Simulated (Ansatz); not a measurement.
`CC(C)[Si]F` + H₂O → `CC(C)[Si]O` + H–F at 298.15 K and 1 bar (formal hydrolysis of the Si–F bond).

Gas-phase electronic energies from Ansatz, PBE0-D4/def2-TZVP geometries. CBS: MP2 limit from def2 TZ/QZ plus the TZ coupled-cluster correction, frozen cores. This one scheme is used for every species. One conformer a species, not always the lowest.

```json
{"species": "`CC(C)[Si]F`", "CCSD(T)/CBS energy (Eh)": "-507.26195", "H − E (kJ/mol)": "271.4", "S (J/(mol·K))": "351.2"}
{"species": "H₂O", "CCSD(T)/CBS energy (Eh)": "-76.37941", "H − E (kJ/mol)": "66.4", "S (J/(mol·K))": "188.7"}
{"species": "`CC(C)[Si]O`", "CCSD(T)/CBS energy (Eh)": "-483.23343", "H − E (kJ/mol)": "302.9", "S (J/(mol·K))": "350.1"}
{"species": "H–F", "CCSD(T)/CBS energy (Eh)": "-100.39570", "H − E (kJ/mol)": "33.5", "S (J/(mol·K))": "173.6"}
```

H − E and S are ideal-gas, rigid-rotor, harmonic terms from PBE0-D4/def2-TZVP, for one conformer and one mirror image of each species. 1 Eh = 2625.50 kJ/mol, R = 8.31446 J/(mol·K).

Q: By hand: ΔE, ΔH, ΔS and ΔG.

A: ΔE = (-483.23343) + (-100.39570) − (-507.26195) − (-76.37941) = 0.01223 Eh = 32.1 kJ/mol. Δ(H − E) = 302.9 + 33.5 − 271.4 − 66.4 = -1.4, so ΔH = 30.7 kJ/mol. ΔS = 350.1 + 173.6 − 351.2 − 188.7 = -16.2 J/(mol·K). ΔG = 30.7 − 298.15 × (-16.2)/1000 = 35.5 kJ/mol.

Q: By hand: the equilibrium constant, and the temperature at which ΔG would vanish if ΔH and ΔS stayed fixed.

A: log₁₀ K = −ΔG/(RT ln 10) = -6.2. ΔH and −TΔS have one sign here, so there is no such temperature.

ΔH outweighs TΔS. A doubt of 5 kJ/mol in ΔE shifts log₁₀ K by 0.9 here. Other conformers and mirror images would add mixing entropy, several J/(mol·K) or more a flexible species. Modes under 60 cm⁻¹, often nearly free rotors, make the harmonic entropy too high. These are equilibria of isolated gas molecules and say nothing of rates. Largest T1 diagnostic: 0.013 (customary marks: 0.02 for closed shells, 0.045 for open ones).
